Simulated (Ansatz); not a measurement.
Worked example: the enthalpy of HBr + C2H3I → IBr + C2H4

Species: HBr (hydrogen bromide), singlet; C2H3I (vinyl iodide) `C=CI`, singlet; IBr (iodine monobromide), singlet; C2H4 (ethylene) `C=C`, singlet. The partners trade H for I: Br–H and C–I bonds give way to Br–I and C–H.

Shapes, held fixed at every level: PBE0-D4/def2-TZVP. Programs: Ansatz 0.2.0. The zero-point and thermal terms to 298 K, harmonic and unscaled (PBE0-D4/def2-TZVP), stand in the table.

At CCSD(T)/def2-TZVPP; 1 Eh = 2625.50 kJ/mol:

| species | energy (Eh) | H(298 K) − E (kJ/mol) | tabulated ΔfH (kJ/mol) |
| --- | --- | --- | --- |
| HBr | -2573.308574 | 24.6 | -35.9 |
| C2H3I | -374.980574 | 122.0 | +130.6 |
| IBr | -2869.846064 | 11.5 | +40.8 |
| C2H4 | -78.439959 | 144.6 | +52.6 |

Task: Work out the reaction enthalpy at 298 K from the calculation and from the table of heats.

Result: 
1. Electronic: (-2869.846064) + (-78.439959) − [(-2573.308574) + (-374.980574)] = 0.003125 Eh = +8.2 kJ/mol.
2. Zero-point and thermal: (11.5) + (144.6) − [(24.6) + (122.0)] = +9.5 kJ/mol.
3. Computed ΔH = +17.7 kJ/mol.
4. From the heats of formation (Active Thermochemical Tables): (40.8) + (52.6) − [(-35.9) + (130.6)] = -1.3 kJ/mol.
5. Computed less tabulated: +19.0 kJ/mol. Tabulated heats carry uncertainties of their own.

For atoms past krypton def2 sets carry core potentials with scalar relativity. Relativity is left out for Br. Outer-core shells of Br, I are correlated, in sets that cover them unevenly.
